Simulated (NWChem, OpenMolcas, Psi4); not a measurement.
# How basis sets differ on SnSiH6 (SMILES [SiH3][SnH3])

SnSiH6: 8 atoms, total charge 0, spin state singlet. As SMILES, `[SiH3][SnH3]`. The coordinates come from a PBE0-D4/def2-TZVP relaxation.

Each level gives the HOMO–LUMO gap (eV). The values are calculated.

```tsv
level	kind	program	value (eV)
HF/ANO-R0 (sfX2C)	Hartree–Fock	OpenMolcas	13.36
HF/ANO-RCC-MB (DKH2)	Hartree–Fock	OpenMolcas	14.47
HF/STO-3G	Hartree–Fock	NWChem	18.46
HF/3-21G	Hartree–Fock	OpenMolcas	13.66
HF/def2-SVP (core potential)	Hartree–Fock	OpenMolcas	13.77
HF/def2-SVP (density fitting, core potential)	Hartree–Fock	Psi4	13.77
HF/ANO-RCC-VDZP (DKH2, RICD fitting)	Hartree–Fock	OpenMolcas	12.83
HF/def2-SVPD (core potential)	Hartree–Fock	OpenMolcas	12.26
HF/def2-TZVPD (RICD fitting, core potential)	Hartree–Fock	OpenMolcas	12.02
```

All-electron rows without a relativistic Hamiltonian named are non-relativistic, while core potentials hold scalar relativity, so basis and relativity change together. The values span 12.02 to 18.46 eV. A Hartree–Fock LUMO above zero doesn't converge with the basis: it sinks as sets grow more diffuse. Orbital gaps aren't excitation energies.
